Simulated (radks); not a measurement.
Results of a calculation; reference values are marked as such.
Q: The thallium ion Tl+, 80 electrons, occupied as [Xe] 4f14 5d9.75 6s2 6d0.25 (fractional occupations, a model configuration). Level of theory: scalar-relativistic Kohn-Sham, PBEsol, spin-polarised, spherical densities, finite nucleus; open shells are filled with parallel spins first (spin-orbit coupling, left out, can overturn this in heavy ions); Fermi nuclear charge, rms radius 5.4759 fm (a radial shooting solver on a logarithmic mesh with Libxc functionals). Some entries of the table are withheld. Estimate them.

orbital,occ.,eigenvalue (eV),<r^2> (bohr^2)
1s up,1,-85560.85,0.0003692
1s down,1,-85560.85,0.0003692
2s up,1,-15243.76,0.005609
2s down,1,-15243.73,0.005609
2p up,3,-13119.37,0.004756
2p down,3,-13119.35,0.004756
3s up,1,-3645.888,0.03610
3s down,1,-3645.878,0.03610
3p up,3,-3034.119,0.03729
3p down,3,-3034.108,0.03729
3d up,5,-2398.532,0.03089
3d down,5,-2398.515,0.03089
4s up,1,-820.8876,0.1732
4s down,1,-820.8650,0.1732
4p up,3,-620.2357,0.1983
4p down,3,-620.2141,0.1983
4d up,5,-384.6315,0.2234
4d down,5,-384.6063,0.2234
5s up,1,-140.6914,0.8615
5s down,1,-140.5552,0.8612
4f up,7,-123.8526,0.2629
4f down,7,-123.8196,0.2628
5p up,3,-85.8131,1.144
5p down,3,-85.6525,1.143
5d up,5,-24.9494,2.195
5d down,4.75,-24.7825,2.198
6s up,1,-17.8274,6.184
6s down,1,-17.7102,6.171
6p up,0,-9.2588,11.41
6p down,0,-9.1129,11.20
7s up,0,-4.5551,(1)
6d up,0.25,-3.1086,49.44

A: 
(1) 7s up <r^2> (bohr^2): 44.62
